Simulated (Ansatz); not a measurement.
Zn3O3, relaxed as a singlet with RKS r2SCAN-D4/def2-SVP in Ansatz, starting from the GFN1-xTB geometry. Force threshold 0.02 eV/Å.

The restricted singlet is unstable towards broken spin symmetry in Hartree–Fock (as tested in another run); at r2SCAN-D4/def2-SVP this wasn't settled. An occupied level lies above an empty one. Another isomer (singlet) lies 3.91 eV lower at PBE0-D4/def2-TZVP; other spin states weren't run for this one.

Start:

Cartesian coordinates in Å:
```
Zn 2.614 2.170 2.778
Zn -1.607 -1.298 -1.687
Zn 0.520 0.392 0.529
O 1.590 1.286 1.675
O -2.630 -2.118 -2.733
O -0.487 -0.432 -0.561
```

Problem. Estimate the energy that the relaxation releases and the steps that it takes.

Solution. 11.4 kcal/mol, in 21 steps; 67 s on 4 threads of Arm Neoverse V2 on a shared host. The force fell under the threshold at step 16, but the optimiser went on. No frequencies were taken in this run, so the end may be a saddle point.

Problem. Does the start keep its bonding and symmetry?

Solution. By distances, no bond broke or formed. The bond that changes most is Zn2–O5, from 1.68 to 1.72 Å (atoms count from 1).

Problem. Predict the relaxed structure.

Solution. 
```tsv
atom	x (Å)	y (Å)	z (Å)
Zn1	2.197	1.188	2.817
Zn2	-1.280	-1.165	-1.517
Zn3	0.588	0.664	0.179
O4	0.998	1.651	1.577
O5	-2.675	-2.147	-1.773
O6	0.172	-0.191	-1.282
```
Bond lengths (bridged metal pairs left out): 5 × O–Zn 1.72 to 1.79 Å.
